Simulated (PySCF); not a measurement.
Mapped SMILES: `[F:1][C@@H:2]1[CH2:3][C@@H:4]2[CH2:5][CH2:6][C@H:7]1[C@@H:8]([Cl:9])[CH2:10]2`. Hydrogens are named by the atom that carries them. Ha(C3), Ha(C5), Ha(C6), Ha(C10) are cis to F1 on the ring; Hb(C3), Hb(C5), Hb(C6), Hb(C10) are trans to F1 on the ring.

[PySCF: PBE0/pcSseg-1 with gauge-including orbitals; structure optimised with GFN2-xTB; no relativistic terms; single conformer; in vacuum]

**Question.** List the cross peaks expected in HSQC, COSY and HMBC spectra.

**Answer.** 

HSQC (one-bond C–H):
```
            δH          δC
  4.89 (H(C2))   92.1 (C2)
  3.82 (H(C8))   60.2 (C8)
 2.15 (Hb(C6))   14.5 (C6)
2.08 (Hb(C10))  41.2 (C10)
  2.01 (H(C7))   41.9 (C7)
 1.92 (Ha(C6))   14.5 (C6)
 1.76 (Ha(C3))   38.1 (C3)
1.71 (Ha(C10))  41.2 (C10)
 1.70 (Hb(C3))   38.1 (C3)
 1.62 (Hb(C5))   27.4 (C5)
 1.60 (Ha(C5))   27.4 (C5)
  1.55 (H(C4))   28.5 (C4)
```

COSY cross peaks (H two or three bonds apart, from the bond graph; peaks can be absent where the dihedral angle is near 90°):
```
            δH              δH
  4.89 (H(C2))    2.01 (H(C7))
  4.89 (H(C2))   1.76 (Ha(C3))
  4.89 (H(C2))   1.70 (Hb(C3))
  3.82 (H(C8))  2.08 (Hb(C10))
  3.82 (H(C8))    2.01 (H(C7))
  3.82 (H(C8))  1.71 (Ha(C10))
 2.15 (Hb(C6))    2.01 (H(C7))
 2.15 (Hb(C6))   1.92 (Ha(C6))
 2.15 (Hb(C6))   1.62 (Hb(C5))
 2.15 (Hb(C6))   1.60 (Ha(C5))
2.08 (Hb(C10))  1.71 (Ha(C10))
2.08 (Hb(C10))    1.55 (H(C4))
  2.01 (H(C7))   1.92 (Ha(C6))
 1.92 (Ha(C6))   1.62 (Hb(C5))
 1.92 (Ha(C6))   1.60 (Ha(C5))
 1.76 (Ha(C3))   1.70 (Hb(C3))
 1.76 (Ha(C3))    1.55 (H(C4))
1.71 (Ha(C10))    1.55 (H(C4))
 1.70 (Hb(C3))    1.55 (H(C4))
 1.62 (Hb(C5))   1.60 (Ha(C5))
 1.62 (Hb(C5))    1.55 (H(C4))
 1.60 (Ha(C5))    1.55 (H(C4))
```

HMBC (two and three bonds, from the bond graph):
```
            δH                                                                 δC
  4.89 (H(C2))              60.2 (C8), 41.9 (C7), 38.1 (C3), 28.5 (C4), 14.5 (C6)
  3.82 (H(C8))             92.1 (C2), 41.9 (C7), 41.2 (C10), 28.5 (C4), 14.5 (C6)
 2.15 (Hb(C6))              92.1 (C2), 60.2 (C8), 41.9 (C7), 28.5 (C4), 27.4 (C5)
2.08 (Hb(C10))              60.2 (C8), 41.9 (C7), 38.1 (C3), 28.5 (C4), 27.4 (C5)
  2.01 (H(C7))  92.1 (C2), 60.2 (C8), 41.2 (C10), 38.1 (C3), 27.4 (C5), 14.5 (C6)
 1.92 (Ha(C6))              92.1 (C2), 60.2 (C8), 41.9 (C7), 28.5 (C4), 27.4 (C5)
 1.76 (Ha(C3))             92.1 (C2), 41.9 (C7), 41.2 (C10), 28.5 (C4), 27.4 (C5)
1.71 (Ha(C10))              60.2 (C8), 41.9 (C7), 38.1 (C3), 28.5 (C4), 27.4 (C5)
 1.70 (Hb(C3))             92.1 (C2), 41.9 (C7), 41.2 (C10), 28.5 (C4), 27.4 (C5)
 1.62 (Hb(C5))             41.9 (C7), 41.2 (C10), 38.1 (C3), 28.5 (C4), 14.5 (C6)
 1.60 (Ha(C5))             41.9 (C7), 41.2 (C10), 38.1 (C3), 28.5 (C4), 14.5 (C6)
  1.55 (H(C4))  92.1 (C2), 60.2 (C8), 41.2 (C10), 38.1 (C3), 27.4 (C5), 14.5 (C6)
```

References, each an isolated molecule treated in the same way: TMS for $^{1}$H (31.72 ppm) and $^{13}$C (186.93 ppm).

Short H···H contacts in this conformer between protons four or more bonds apart (candidates for NOE cross peaks, intensity ∝ r⁻⁶): Ha(C3)···Ha(C5) 2.49 Å, H(C2)···H(C8) 2.49 Å, Hb(C5)···Ha(C10) 2.51 Å, Hb(C3)···Hb(C10) 2.59 Å.

Carbons that carry Cl, above all several Cl atoms, come out too deshielded, partly because spin–orbit coupling is missing. Shifts are as computed. Against solution values, carbons near 30 ppm lie about +3 ppm off and those near 130 ppm about +5 ppm; carbons on Cl a further +6 ppm. Of 1211 compounds with measured shifts, 218 miss one by over three times the rms of a fit or turn the order of signals round; such compounds aren't used in these exercises.
